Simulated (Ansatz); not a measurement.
```xyz
6

C     0.0000   -0.0296   -0.6489
O     0.0000   -0.0656    0.7479
H     0.0000   -1.0687   -1.0110
H    -0.8949    0.4658   -1.0751
H     0.8949    0.4658   -1.0751
H     0.0000    0.8400    1.0713
```

Basis set: cc-pVDZ (spherical functions). Frozen core: 2 orbitals. Charge 0, multiplicity 1.

Computed with Ansatz (development build ahead of 0.2.0); each method stands on the lowest determinant of its kind that the runs found. Restricted open shells among the atoms or ions are ROHF, correlated in semicanonical orbitals with singles.

(1) Give the atomization energy at this shape (free ground-state atoms in the same class of orbitals less the molecule, no zero-point energy) of singlet CH₄O by RHF-MP2, RHF.

Results:

(1)

| method | atomization energy |
| --- | --- |
| RHF-MP2 | 20.64 eV |
| RHF | 15.84 eV |
